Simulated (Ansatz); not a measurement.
Correlation energies of CH$_{5}$BBrNO (`COB(N)Br`) by basis set

| atom | x (Å) | y (Å) | z (Å) |
| --- | --- | --- | --- |
| C1 | -0.843 | 0.861 | 0.868 |
| O2 | 0.417 | 0.240 | 0.995 |
| B3 | 0.919 | -0.505 | -0.017 |
| N4 | 0.286 | -0.734 | -1.241 |
| Br5 | 2.663 | -1.305 | 0.288 |
| H6 | -1.043 | 1.399 | 1.794 |
| H7 | -1.637 | 0.122 | 0.714 |
| H8 | -0.851 | 1.577 | 0.039 |
| H9 | 0.706 | -1.297 | -1.958 |
| H10 | -0.615 | -0.358 | -1.480 |

Total charge 0; spin multiplicity 1. Correlated methods include outer-core shells of Br, which these sets cover unevenly. Scalar relativity is left out up to krypton. All single points use the PBE0-D4/def2-TZVP geometry. It is one conformer, not always the lowest. Frozen core, restricted reference, the Gaussian-basis code of Ansatz.

```csv
basis,HF (Eh),MP2 corr.,CCSD corr.,(T),CCSD(T) total
def2-SVP,-2766.86381,-0.80628,-0.84045,-0.02164,-2767.72590
def2-TZVPP,-2767.40678,-0.99415,-1.02214,-0.03847,-2768.46739
def2-QZVPP,-2767.46547,-1.36422,–,–,–
```
